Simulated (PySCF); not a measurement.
# From computed data to an observable: oscillator strength and radiative lifetime

Al(H)(Cl)(vinyl) (C2H4AlCl), SMILES [AlH]([Cl])[CH]=C.

Coordinates come from a PBE0-D3(BJ)/def2-SVP optimisation. One conformer was computed; it need not be the lowest.

TDA-B3LYP/def2-SVPD (PySCF) puts the first singlet state with f over 0.02 at 5.83 eV (vertical), with the transition dipole (0.621, -0.839, 0.000) in atomic units.

Find the oscillator strength, the wavelength and the radiative lifetime that this transition would have in vacuum if emission retraced absorption.


|μ|² = 1.0896 au, so |μ| = 2.65 D. ΔE = 5.83/27.211 = 0.2142 hartree. f = (2/3) ΔE |μ|² = 0.156 (the program prints 0.156).
λ = 1239.84/5.83 = 213 nm; ν = 47022 cm⁻¹.
Einstein's coefficient A = 0.6670 ν² f s⁻¹ (ν in cm⁻¹) = 2.3e8 s⁻¹, so τ = 1/A = 4.4 ns. This state is S2; the lower singlet has f = 0.000. The figure is the radiative limit of this one transition; relaxation, internal conversion, crossing to triplets and a medium change what is measured.
